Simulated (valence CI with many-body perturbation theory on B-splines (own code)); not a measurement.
Results of a calculation; reference values are marked as such.
# Hyperfine factors and g values of Tl57+

Method: valence CI with perturbative core correlation (CI+MBPT): six valence electrons over a frozen Dirac-Fock core [Ar], radial functions for each j: 7 s, 7 p, 8 d, 6 f, 4 g, 1 h, with the one-electron correlation potential Σ1 (screened to all orders), the two-electron term Σ2, the three-electron term Σ3, Breit, model QED; selected single and double excitations, second order for the rest, scaled by the run's own slope (own B-spline code, finite nucleus).

The last digits are not significant, and no measured levels were compared; by estimate large intervals hold to a few tenths of a per cent, small ones and those within an open d or f shell to about a per cent. Core correlation moves these levels by up to 17000 cm⁻¹, and in measured spectra 5 to 20 % of such shifts remained as error; rates that hang on mixing are uncertain with them. Among the levels kept, up to 1100 cm⁻¹ of a level comes from second order outside the variational space, and about a tenth of that is noise between levels of different J, which matters for small intervals. The list stops below the first excitations out of the core. Only levels of the ground parity were solved; by the run's estimate the other parity begins above the list, which can be wrong where configurations are misplaced.

A/g_I is the dipole constant over the nuclear g factor μ/I (μ in nuclear magnetons, uniformly magnetised nucleus), B/Q the quadrupole constant per barn. Both hold the static response of the core; the bare values leave it out. Large factors of s and p1/2 electrons are usually good to 5 to 10 %; those of open d and f shells near neutrality can be off by tens of per cent, and small factors of p3/2, d and f electrons come from cancelling terms and can be off by a factor of two or in sign, in half-filled shells by more. B is blank for J = 1/2, where it vanishes, and for nearly pure S terms. Energies count from the lowest level. Levels with J = 0 are left out.

Levels are named by their leading jj configuration (3d3/2^4 stands for four electrons in 3d with j = 3/2), which in mixed levels can hold well under half, so a name can repeat and another be missing. Letters in brackets count levels of one name in rising energy.

```csv
Level,E (eV),g,A/g_I (MHz),A/g_I bare,B/Q (MHz/b),B/Q bare
(3d3/2^4 3d5/2^2) J=4,0.00,1.221,52100,53300,91400,92000
(3d3/2^4 3d5/2^2) J=2,9.06,1.241,51200,52500,-57100,-57400
(3d3/2^3 3d5/2^3) J=3 [a],100.30,1.319,32600,34200,2170,2080
(3d3/2^3 3d5/2^3) J=4 [a],101.11,1.178,54700,55700,81000,81700
(3d3/2^3 3d5/2^3) J=1 [a],105.99,1.241,55000,56200,-34500,-34600
(3d3/2^3 3d5/2^3) J=6,109.46,1.094,75300,75900,-93200,-94100
(3d3/2^3 3d5/2^3) J=5,109.73,1.123,67000,67800,46800,47300
(3d3/2^3 3d5/2^3) J=2 [a],118.03,0.990,91000,91200,-67700,-68000
(3d3/2^3 3d5/2^3) J=3 [b],119.69,1.063,80300,80800,13900,13800
(3d3/2^3 3d5/2^3) J=4 [b],135.45,1.046,83800,84300,-78200,-78900
(3d3/2^3 3d5/2^3) J=1 [b],136.73,1.242,31700,32900,69000,69500
(3d3/2^3 3d5/2^3) J=2 [b],137.04,1.111,69900,70600,128000,129000
(3d3/2^3 3d5/2^3) J=3 [c],137.98,1.053,83100,83600,-110000,-110000
(3d3/2^2 3d5/2^4) J=2 [a],206.42,1.422,7310,9220,-28000,-28200
(3d3/2^2 3d5/2^4) J=4 [a],212.58,1.097,70800,71500,21500,21900
(3d3/2^2 3d5/2^4) J=3 [a],216.20,1.199,50100,51100,-33200,-33500
(3d3/2^2 3d5/2^4) J=5,217.18,1.083,77000,77600,-67100,-67500
(3d3/2^2 3d5/2^4) J=6,220.46,1.045,83300,83800,-93500,-94100
(3d3/2^2 3d5/2^4) J=3 [b],225.32,0.975,95200,95400,-311,-298
(3d3/2^2 3d5/2^4) J=1,227.47,0.976,96500,96600,-30100,-30300
(3d3/2^2 3d5/2^4) J=4 [b],229.34,1.035,87300,87700,5080,5010
(3d3/2^2 3d5/2^4) J=2 [b],231.30,1.043,84100,84600,-61600,-62100
(3d3/2^2 3d5/2^4) J=2 [c],244.74,0.887,113000,113000,1290,1370
(3d3/2^2 3d5/2^4) J=4 [c],250.05,1.150,60900,61700,-108000,-109000
(3d3/2^2 3d5/2^4) J=2 [d],269.44,1.026,85100,85500,100000,101000
```

**Question.** Take the isotope of mass number 203, with I = 1/2, μ = 1.616 μN. What is the hyperfine structure of (3d3/2^3 3d5/2^3) J=6?

**Answer.** From the table A = 243000 MHz. Shifts from the centre of gravity in MHz: F = 11/2: -850000, F = 13/2: 729000.
